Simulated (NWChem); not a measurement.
Program: NWChem. System: HP, charge 0, spin multiplicity 3, optimised in this run. The structure started from a generated list of species. Its SCF solution wasn't tested for a lower state. Level: UPBE0/def2-SVP.

Output (cleaned and shortened):

```
             Northwest Computational Chemistry Package (NWChem) 7.3.0
             --------------------------------------------------------

                                NWChem Input Module
                                -------------------

 Scaling coordinates for geometry "geometry" by  1.889725989
 (inverse scale =  0.529177249)

 Turning off AUTOSYM since
 SYMMETRY directive was detected!

          ------
          auto-z
          ------

                             Geometry "geometry" -> ""
                             -------------------------

 Output coordinates in angstroms (scale by  1.889725989 to convert to a.u.)

  No.       Tag          Charge          X              Y              Z
 ---- ---------------- ---------- -------------- -------------- --------------
    1 P                   15.0000     0.00000000     0.00000000     0.08742881
    2 H                    1.0000     0.00000000     0.00000000    -1.31143219

 Effective nuclear repulsion energy (a.u.)       5.6743727468

            Nuclear Dipole moment (a.u.)
            ----------------------------
        X                 Y               Z
 ---------------- ---------------- ----------------
     0.0000000000     0.0000000000     0.0000000000

      Symmetry information
      --------------------

 Group name             C2v
 Group number             16
 Group order               4
 No. of unique centers     2

      Symmetry unique atoms

     1    2


 Summary of "ao basis" -> "" (spherical)
 ------------------------------------------------------------------------------
       Tag                 Description            Shells   Functions and Types
 ---------------- ------------------------------  ------  ---------------------
 *                          def2-svp                  on all atoms

                           NWChem Geometry Optimization
                           ----------------------------

 maximum gradient threshold         (gmax) =   0.000450
 rms gradient threshold             (grms) =   0.000300
 maximum cartesian step threshold   (xmax) =   0.001800
 rms cartesian step threshold       (xrms) =   0.001200
 fixed trust radius                (trust) =   0.300000
 maximum step size to saddle      (sadstp) =   0.100000
 energy precision                  (eprec) =   5.0D-06
 maximum number of steps          (nptopt) =   80
 initial hessian option           (inhess) =    0
 line search option               (linopt) =    1
 hessian update option            (modupd) =    1
 saddle point option              (modsad) =    0
 initial eigen-mode to follow     (moddir) =    0
 initial variable to follow       (vardir) =    0
 follow first negative mode     (firstneg) =    T
 apply conjugacy                    (opcg) =    F
 source of zmatrix                         =   autoz

          -------------------
          Energy Minimization
          -------------------

 Names of Z-matrix variables
    1

 Variables with the same non-blank name are constrained to be equal

 Using diagonal initial Hessian
 Scaling for Hessian diagonals: bonds = 1.00  angles = 0.25  torsions = 0.10

          --------
          Step   0
          --------

                         Geometry "geometry" -> "geometry"
                         ---------------------------------

 Output coordinates in angstroms (scale by  1.889725989 to convert to a.u.)

  No.       Tag          Charge          X              Y              Z
 ---- ---------------- ---------- -------------- -------------- --------------
    1 P                   15.0000     0.00000000     0.00000000     0.08742881
    2 H                    1.0000     0.00000000     0.00000000    -1.31143219

 Effective nuclear repulsion energy (a.u.)       5.6743727468

            Nuclear Dipole moment (a.u.)
            ----------------------------
        X                 Y               Z
 ---------------- ---------------- ----------------
     0.0000000000     0.0000000000     0.0000000000

      Symmetry information
      --------------------

 Group name             C2v
 Group number             16
 Group order               4
 No. of unique centers     2

      Symmetry unique atoms

     1    2

                                 NWChem DFT Module
[...]
 d_dipole_x/<atom=   2,z> =    -0.0000     [   -0.0000]

 Y vector of derivative dipole (au) [debye/angstrom]
 d_dipole_y/<atom=   1,x> =    -0.0000     [   -0.0000]
 d_dipole_y/<atom=   1,y> =    -0.0940     [   -0.4513]
 d_dipole_y/<atom=   1,z> =    -0.0000     [   -0.0000]
 d_dipole_y/<atom=   2,x> =     0.0000     [    0.0000]
 d_dipole_y/<atom=   2,y> =     0.0940     [    0.4513]
 d_dipole_y/<atom=   2,z> =    -0.0000     [   -0.0000]

 Z vector of derivative dipole (au) [debye/angstrom]
 d_dipole_z/<atom=   1,x> =    -0.0000     [   -0.0000]
 d_dipole_z/<atom=   1,y> =    -0.0000     [   -0.0000]
 d_dipole_z/<atom=   1,z> =     0.3086     [    1.4821]
 d_dipole_z/<atom=   2,x> =     0.0000     [    0.0000]
 d_dipole_z/<atom=   2,y> =     0.0000     [    0.0000]
 d_dipole_z/<atom=   2,z> =    -0.3086     [   -1.4822]

 HESSIAN: the Hessian is done

  Vibrational analysis via the FX method

  See chapter 2 in "Molecular Vibrations" by Wilson, Decius and Cross

  Vib: Default input used

 ---------------------------- Atom information ----------------------------
     atom    #        X              Y              Z            mass
 --------------------------------------------------------------------------
    P        1  0.0000000D+00  0.0000000D+00  2.0135386D-01  3.0973760D+01
    H        2  0.0000000D+00  0.0000000D+00 -2.5143848D+00  1.0078250D+00
 --------------------------------------------------------------------------

          ----------------------------------------------------
          MASS-WEIGHTED NUCLEAR HESSIAN (Hartree/Bohr/Bohr/Kamu)
          ----------------------------------------------------

               1            2            3            4            5            6
   ----- ----- ----- ----- -----
    1   -1.52837D-03
    2    2.07364D-05 -1.52388D-03
    3    1.99431D-05 -2.56567D-05  6.72448D+00
    4    9.20740D-03 -1.42893D-06 -3.89084D-07 -5.12685D-02
    5   -1.36629D-06  9.20748D-03  3.45569D-07  7.85148D-06 -5.12690D-02
    6    1.71473D-06  1.51662D-06 -3.72842D+01 -1.09988D-05 -9.82334D-06  2.06691D+02


 ----------------------------------------------------------------------------
 Normal Eigenvalue ||         Derivative Dipole Moments (debye/angs)
  Mode   [cm**-1]  ||      [d/dqX]             [d/dqY]           [d/dqZ]
 ------ ---------- || ------------------ ------------------ -----------------
    1      -37.398 ||      -0.320               0.326             0.000
    2      -37.391 ||       0.326               0.320             0.000
    3       -5.270 ||      -0.000               0.000            -0.000
    4        1.660 ||       0.000              -0.000             0.000
    5        1.947 ||      -0.000              -0.000             0.000
    6     2374.753 ||      -0.000              -0.000            -1.500
 ----------------------------------------------------------------------------

 ----------------------------------------------------------------------------
 Normal Eigenvalue ||                 Infra Red Intensities
  Mode   [cm**-1]  || [atomic units] [(debye/angs)**2] [(KM/mol)] [arbitrary]
 ------ ---------- || -------------- ----------------- ---------- -----------
    1      -37.398 ||    0.009044           0.209         8.817       4.692
    2      -37.391 ||    0.009044           0.209         8.817       4.692
    3       -5.270 ||    0.000000           0.000         0.000       0.000
    4        1.660 ||    0.000000           0.000         0.000       0.000
    5        1.947 ||    0.000000           0.000         0.000       0.000
    6     2374.753 ||    0.097557           2.251        95.104      50.615
 ----------------------------------------------------------------------------

        Vibrational analysis via the FX method
  --- with translations and rotations projected out ---
  --- via the Eckart algorithm                      ---
 Dependent rotation vector no.                    3
  found in ECKART; assuming linear geometry
 Projected Nuclear Hessian trans-rot subspace norm:7.7037D-34
                         (should be close to zero!)

          --------------------------------------------------------
          MASS-WEIGHTED PROJECTED HESSIAN (Hartree/Bohr/Bohr/Kamu)
          --------------------------------------------------------

               1            2            3            4            5            6
   ----- ----- ----- ----- -----
    1    0.00000D+00
    2    0.00000D+00  0.00000D+00
    3    0.00000D+00  6.83670D-21  6.72517D+00
    4   -1.21283D-18  2.96102D-22  1.37687D-20  0.00000D+00
    5    0.00000D+00  1.21283D-18 -2.66491D-21  0.00000D+00  0.00000D+00
    6   -1.21402D-20 -2.60569D-20 -3.72827D+01 -7.55098D-20  1.47736D-20  2.06687D+02

 center of mass
 --------------
 x =   0.00000000 y =   0.00000000 z =   0.11577369

 moments of inertia (a.u.)
 ------------------
           7.198715935625           0.000000000000           0.000000000000
           0.000000000000           7.198715935625           0.000000000000
           0.000000000000           0.000000000000           0.000000000000

 Rotational Constants
 --------------------
 A=   0.000000 cm-1  (  0.000000 K)
 B=   8.362627 cm-1  ( 12.031686 K)
 C=   8.362627 cm-1  ( 12.031686 K)

 Temperature                      =   298.15K
 frequency scaling parameter      =   1.0000

 Linear Molecule

 Zero-Point correction to Energy  =    3.393 kcal/mol  (  0.005407 au)
 Thermal correction to Energy     =    4.874 kcal/mol  (  0.007767 au)
 Thermal correction to Enthalpy   =    5.466 kcal/mol  (  0.008711 au)

 Total Entropy                    =   44.666 cal/mol-K
   - Translational                =   36.304 cal/mol-K (mol. weight =  31.9816)
   - Rotational                   =    8.363 cal/mol-K (symmetry #  =        1)
   - Vibrational                  =    0.000 cal/mol-K

 Cv (constant volume heat capacity) =    4.969 cal/mol-K
   - Translational                  =    2.979 cal/mol-K
   - Rotational                     =    1.986 cal/mol-K
   - Vibrational                    =    0.003 cal/mol-K


 ----------------------------------------------------------------------------
 Normal Eigenvalue ||    Projected Derivative Dipole Moments (debye/angs)
  Mode   [cm**-1]  ||      [d/dqX]             [d/dqY]           [d/dqZ]
 ------ ---------- || ------------------ ------------------ -----------------
    1       -0.000 ||      -0.000              -0.000            -0.000
    2        0.000 ||      -0.081              -0.000            -0.000
    3        0.000 ||      -0.000              -0.081            -0.000
    4        0.000 ||       0.450               0.000             0.000
    5        0.000 ||       0.000               0.450             0.000
    6     2374.725 ||      -0.000               0.000            -1.500
 ----------------------------------------------------------------------------

 ----------------------------------------------------------------------------
 Normal Eigenvalue ||           Projected Infra Red Intensities
  Mode   [cm**-1]  || [atomic units] [(debye/angs)**2] [(KM/mol)] [arbitrary]
 ------ ---------- || -------------- ----------------- ---------- -----------
    1       -0.000 ||    0.000000           0.000         0.000       0.000
    2        0.000 ||    0.000285           0.007         0.278       0.148
    3        0.000 ||    0.000285           0.007         0.278       0.148
    4        0.000 ||    0.008759           0.202         8.539       4.545
    5        0.000 ||    0.008759           0.202         8.539       4.545
    6     2374.725 ||    0.097557           2.251        95.104      50.615
 ----------------------------------------------------------------------------

 Task  times  cpu:        3.8s     wall:        3.8s

 Total times  cpu:        4.8s     wall:        4.8s
```

Q: Write an NWChem input that would produce this output.

A: This is not unique; one that fits is 
```
start mol
memory heap 200 mb stack 900 mb global 1100 mb
geometry units angstroms
  P      0.000000     0.000000     0.087429
  H      0.000000     0.000000    -1.311432
  symmetry group C2v
end
basis spherical
  * library def2-svp
end
dft
  xc pbe0
  odft
  mult 3
  semidirect memsize 60000000 filesize 0
  iterations 100
end
driver
  maxiter 80
end
task dft optimize
task dft freq
```
